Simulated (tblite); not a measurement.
Record of a relaxation.

C9H8ClN.
Bonds: C1–N2, N2–C3 (aromatic), C3–C4 (aromatic), C4–C5 (aromatic), C5–C6 (aromatic), C6–C7 (aromatic), C7–C8 (aromatic), C8–Cl9, C8–C10 (aromatic), C10–C11 (aromatic), N2–C11 (aromatic), C5–C11 (aromatic). Hydrogens: H12, H13, H14 on C1; H15 on C3; H16 on C4; H17 on C6; H18 on C7; H19 on C10.

Computed with GFN2-xTB (tblite), gas phase: L-BFGS steps from a force-field or distance-geometry start until the largest atomic force falls under 0.01 eV/Å. 8 of its 85 geometries are shown.

Step 0: E = -838.8318 eV, largest atomic force 3.001 eV/Å
```
atom  x, y, z in Å  |  force x, y, z in eV/Å
C1      2.486   -0.923   -0.288   -1.923  -0.455   0.145
N2      1.424    0.111   -0.225    2.179  -2.061   0.086
C3      1.610    1.430   -0.341   -1.419   2.257  -0.027
C4      0.367    2.059   -0.222    1.362   0.078  -0.036
C5     -0.567    1.041    0.008   -0.771   1.110  -0.113
C6     -1.935    1.018    0.198   -1.210   0.953   0.160
C7     -2.651   -0.137    0.392   -0.440   0.731   0.049
C8     -1.956   -1.319    0.393    0.154  -1.087   0.010
Cl9    -2.843   -2.836    0.636    0.551   0.596  -0.113
C10    -0.598   -1.308    0.193    0.864  -1.972   0.025
C11     0.121   -0.152   -0.008   -0.230  -0.803   0.157
H12     2.733   -1.323    0.723   -0.069   0.492  -0.604
H13     3.362   -0.541   -0.793    0.008  -0.021  -0.025
H14     1.995   -1.770   -0.850    0.895   0.667   0.322
H15     2.545    1.946   -0.519   -0.149  -0.557   0.060
H16     0.125    3.099   -0.248    0.249   0.172  -0.087
H17    -2.485    1.950    0.212    0.076   0.080  -0.044
H18    -3.723   -0.105    0.548    0.219  -0.036  -0.043
H19    -0.022   -2.231    0.184   -0.347  -0.145   0.075
```

Step 12: E = -839.2492 eV, largest atomic force 0.091 eV/Å
```
atom  x, y, z in Å  |  force x, y, z in eV/Å
C1      2.438   -0.917   -0.292   -0.020   0.014  -0.002
N2      1.416    0.086   -0.217   -0.035  -0.007   0.007
C3      1.575    1.437   -0.336   -0.013   0.056  -0.016
C4      0.378    2.074   -0.209   -0.011  -0.019  -0.001
C5     -0.599    1.067    0.010   -0.033   0.026   0.001
C6     -1.980    1.078    0.205   -0.012   0.002   0.004
C7     -2.632   -0.119    0.391   -0.039   0.031   0.015
C8     -1.923   -1.323    0.385    0.009   0.037  -0.003
Cl9    -2.792   -2.799    0.626   -0.057  -0.070   0.014
C10    -0.561   -1.380    0.195    0.026  -0.029  -0.001
C11     0.096   -0.170    0.005   -0.053   0.029  -0.008
H12     2.715   -1.269    0.705    0.036  -0.009   0.035
H13     3.318   -0.514   -0.785    0.050   0.045  -0.003
H14     2.069   -1.766   -0.868    0.031  -0.037  -0.035
H15     2.545    1.860   -0.511    0.066  -0.020  -0.014
H16     0.197    3.129   -0.268    0.038  -0.009   0.006
H17    -2.527    2.011    0.210    0.031  -0.062   0.004
H18    -3.698   -0.150    0.547   -0.041   0.033  -0.004
H19    -0.044   -2.326    0.200    0.026  -0.009   0.000
```

Step 24: E = -839.2533 eV, largest atomic force 0.039 eV/Å
```
atom  x, y, z in Å  |  force x, y, z in eV/Å
C1      2.447   -0.910   -0.293    0.015  -0.012   0.000
N2      1.408    0.076   -0.221    0.021   0.001  -0.011
C3      1.573    1.428   -0.342    0.008   0.003   0.006
C4      0.380    2.069   -0.210   -0.004   0.006  -0.012
C5     -0.603    1.066    0.008    0.005  -0.011   0.018
C6     -1.983    1.077    0.208   -0.019  -0.012   0.000
C7     -2.640   -0.117    0.393   -0.004  -0.026   0.007
C8     -1.935   -1.324    0.388    0.004  -0.020   0.000
Cl9    -2.808   -2.802    0.631   -0.010   0.015   0.002
C10    -0.572   -1.383    0.197    0.009   0.004  -0.007
C11     0.086   -0.174    0.002    0.022  -0.004  -0.008
H12     2.726   -1.263    0.704   -0.007  -0.002   0.006
H13     3.326   -0.481   -0.771   -0.006   0.016   0.011
H14     2.110   -1.764   -0.882    0.001  -0.003  -0.009
H15     2.549    1.839   -0.519    0.006   0.001  -0.004
H16     0.214    3.126   -0.264   -0.015   0.020  -0.003
H17    -2.532    2.006    0.216    0.011   0.037  -0.004
H18    -3.707   -0.136    0.547   -0.012  -0.002   0.004
H19    -0.046   -2.325    0.201   -0.024  -0.010   0.003
```

Step 36: E = -839.2542 eV, largest atomic force 0.013 eV/Å
```
atom  x, y, z in Å  |  force x, y, z in eV/Å
C1      2.454   -0.906   -0.293   -0.005  -0.002   0.002
N2      1.408    0.073   -0.225    0.002  -0.003  -0.008
C3      1.572    1.425   -0.347   -0.001   0.002   0.008
C4      0.377    2.065   -0.212    0.001   0.002  -0.008
C5     -0.603    1.060    0.009    0.004   0.000  -0.001
C6     -1.982    1.077    0.210    0.005   0.002   0.000
C7     -2.643   -0.116    0.397   -0.003   0.007  -0.002
C8     -1.939   -1.324    0.389    0.005   0.009   0.001
Cl9    -2.820   -2.796    0.635    0.001  -0.004   0.000
C10    -0.576   -1.387    0.196    0.006   0.001  -0.008
C11     0.087   -0.180    0.000    0.007   0.000   0.007
H12     2.721   -1.266    0.706   -0.005  -0.011  -0.001
H13     3.337   -0.465   -0.754   -0.005   0.001   0.010
H14     2.131   -1.757   -0.895    0.004  -0.001  -0.002
H15     2.547    1.837   -0.525   -0.003   0.000  -0.002
H16     0.207    3.121   -0.265   -0.001   0.006  -0.003
H17    -2.521    2.012    0.217   -0.010  -0.008   0.003
H18    -3.710   -0.133    0.551   -0.006  -0.001   0.006
H19    -0.059   -2.333    0.199    0.004   0.002  -0.001
```

Step 48: E = -839.2556 eV, largest atomic force 0.025 eV/Å
```
atom  x, y, z in Å  |  force x, y, z in eV/Å
C1      2.451   -0.908   -0.282    0.006  -0.006  -0.002
N2      1.408    0.074   -0.233   -0.008   0.010  -0.014
C3      1.569    1.425   -0.365    0.006   0.006   0.012
C4      0.375    2.066   -0.233   -0.006   0.002  -0.010
C5     -0.603    1.062    0.001   -0.006   0.003  -0.001
C6     -1.981    1.078    0.219   -0.002  -0.003  -0.010
C7     -2.637   -0.115    0.419   -0.004   0.002  -0.013
C8     -1.935   -1.323    0.396   -0.014   0.003   0.005
Cl9    -2.815   -2.797    0.641    0.014   0.012  -0.001
C10    -0.574   -1.386    0.185   -0.014  -0.008   0.001
C11     0.087   -0.178   -0.007   -0.007   0.004   0.006
H12     2.637   -1.331    0.709    0.002   0.001   0.002
H13     3.367   -0.443   -0.643    0.005  -0.007   0.007
H14     2.179   -1.721   -0.959   -0.008   0.011  -0.012
H15     2.545    1.837   -0.544    0.001   0.005  -0.010
H16     0.201    3.121   -0.300    0.015  -0.012   0.015
H17    -2.523    2.011    0.229    0.010  -0.004   0.006
H18    -3.702   -0.130    0.592   -0.003  -0.009   0.000
H19    -0.058   -2.332    0.169    0.013  -0.009   0.019
```

Step 60: E = -839.2565 eV, largest atomic force 0.019 eV/Å
```
atom  x, y, z in Å  |  force x, y, z in eV/Å
C1      2.448   -0.910   -0.283   -0.015   0.011  -0.001
N2      1.407    0.076   -0.241   -0.007  -0.012  -0.001
C3      1.568    1.427   -0.375    0.003  -0.006   0.008
C4      0.374    2.067   -0.240    0.008  -0.008  -0.003
C5     -0.604    1.063   -0.007    0.000   0.002   0.019
C6     -1.980    1.077    0.218   -0.007  -0.003  -0.003
C7     -2.636   -0.115    0.419    0.000  -0.006   0.001
C8     -1.933   -1.323    0.398    0.013  -0.003   0.005
Cl9    -2.808   -2.798    0.650   -0.005   0.001   0.005
C10    -0.572   -1.385    0.188    0.009   0.006   0.004
C11     0.086   -0.177   -0.014   -0.005   0.000   0.006
H12     2.583   -1.370    0.700    0.008  -0.003  -0.009
H13     3.381   -0.437   -0.582    0.005  -0.008   0.000
H14     2.201   -1.694   -1.002    0.008   0.003  -0.007
H15     2.542    1.839   -0.561    0.007   0.003   0.003
H16     0.205    3.123   -0.298   -0.010   0.005  -0.008
H17    -2.522    2.010    0.236   -0.002   0.007  -0.007
H18    -3.700   -0.133    0.598   -0.001  -0.002  -0.009
H19    -0.051   -2.330    0.186   -0.009   0.014  -0.005
```

Step 72: E = -839.2572 eV, largest atomic force 0.019 eV/Å
```
atom  x, y, z in Å  |  force x, y, z in eV/Å
C1      2.446   -0.912   -0.289   -0.013  -0.001  -0.001
N2      1.408    0.077   -0.239   -0.003   0.010   0.006
C3      1.568    1.427   -0.380    0.003  -0.001   0.006
C4      0.373    2.067   -0.243    0.006   0.002  -0.004
C5     -0.604    1.064    0.000    0.004   0.016  -0.002
C6     -1.982    1.078    0.218    0.006  -0.003  -0.011
C7     -2.636   -0.115    0.421    0.003  -0.002  -0.003
C8     -1.929   -1.322    0.411    0.004  -0.001  -0.001
Cl9    -2.803   -2.795    0.674   -0.005  -0.006   0.000
C10    -0.569   -1.383    0.202    0.007   0.006   0.000
C11     0.088   -0.175   -0.004   -0.002   0.016  -0.003
H12     2.528   -1.430    0.670    0.016  -0.002   0.004
H13     3.397   -0.431   -0.513   -0.010   0.005   0.005
H14     2.235   -1.652   -1.064   -0.004   0.003  -0.015
H15     2.541    1.839   -0.573   -0.011  -0.005   0.006
H16     0.203    3.123   -0.308   -0.002  -0.019   0.001
H17    -2.525    2.011    0.226    0.008  -0.013  -0.003
H18    -3.702   -0.137    0.586    0.001   0.009   0.010
H19    -0.046   -2.326    0.198   -0.007  -0.013   0.007
```

Step 84: E = -839.2577 eV, largest atomic force 0.010 eV/Å
```
atom  x, y, z in Å  |  force x, y, z in eV/Å
C1      2.446   -0.912   -0.296   -0.001  -0.003   0.000
N2      1.409    0.077   -0.225    0.001   0.001   0.001
C3      1.569    1.427   -0.372    0.000   0.001  -0.002
C4      0.374    2.067   -0.243   -0.003  -0.002  -0.006
C5     -0.604    1.064    0.000   -0.002  -0.003  -0.004
C6     -1.982    1.077    0.210    0.000  -0.001   0.003
C7     -2.637   -0.115    0.417    0.001  -0.001   0.002
C8     -1.929   -1.321    0.417    0.000  -0.001   0.003
Cl9    -2.803   -2.795    0.684   -0.001   0.002  -0.001
C10    -0.568   -1.383    0.213   -0.001   0.001  -0.001
C11     0.088   -0.175    0.003    0.001   0.000   0.000
H12     2.523   -1.457    0.648   -0.001   0.001   0.001
H13     3.398   -0.424   -0.500   -0.007  -0.002  -0.002
H14     2.237   -1.629   -1.095    0.005   0.000  -0.002
H15     2.542    1.837   -0.565    0.000   0.007   0.007
H16     0.201    3.122   -0.312    0.005  -0.001   0.000
H17    -2.527    2.009    0.210    0.001   0.000   0.001
H18    -3.702   -0.134    0.583    0.002  -0.001  -0.002
H19    -0.045   -2.326    0.217   -0.002   0.001   0.001
```

Task: Summarise the path.

Result: The energy falls by 41.10 kJ/mol from step 0 to step 84; nine tenths of that is first reached at step 5. It falls at every step. The largest force goes from 3.001 to 0.010 eV/Å. Among the bonds C1–N2 changes most, from 1.484 to 1.434 Å; the atoms move by 0.142 Å rms after alignment.

The cost below is that of the whole relaxation. The run took 1.3 s wall on one thread, Arm Neoverse N1 (aarch64), no GPU, shared host with 64 logical CPUs at a one-minute load of 55.
